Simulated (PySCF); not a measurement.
## C₆ coefficients of unlike pairs at TPSS

Calculated with PySCF 2.14 from the dipole response of each species, C₆(A,B) = (3/π) ∫ α_A(iu) α_B(iu) du, in atomic units, from isotropic polarisabilities. For ions this is the dispersion term alone; charge-induced terms of lower order in 1/R come first.

```json
{"species": "N", "configuration": "[He] 2s2 2p3 (4S)", "basis": "def2-QZVPPD (8s4p4d2f1g)", "relativity": "none", "α (bohr³)": "7.955", "C₆ (like pair)": "27.27"}
{"species": "F²⁺", "configuration": "[He] 2s2 2p3 (4S)", "basis": "aug-cc-pVDZ (4s3p2d)", "relativity": "none", "α (bohr³)": "1.262", "C₆ (like pair)": "1.617"}
{"species": "Cr⁺", "configuration": "[Ar] 3d5 (6S)", "basis": "aug-cc-pVTZ-DK (8s7p5d3f2g)", "relativity": "spin-free X2C", "α (bohr³)": "14.49", "C₆ (like pair)": "54.73"}
{"species": "F⁺", "configuration": "[He] 2s2 2p4 (3P)", "basis": "aug-cc-pVQZ with one added diffuse shell each of s, p, d, f, g type (7s6p5d4f3g)", "relativity": "none", "α (bohr³)": "1.856", "C₆ (like pair)": "3.492"}
```

Problem. Estimate C₆ for F²⁺ with N.

Solution. The integral gives 6.128. The combination rule 2 C_A C_B / (C_A α_B/α_A + C_B α_A/α_B) gives 6.074 and the geometric mean 6.640.

No spin-orbit coupling is included.

The other pairs:

| pair | C₆ |
| --- | --- |
| F⁺, Cr⁺ | 12.55 |
| Cr⁺, F²⁺ | 8.499 |
| Cr⁺, N | 38.14 |
| F⁺, F²⁺ | 2.374 |
| F⁺, N | 9.078 |
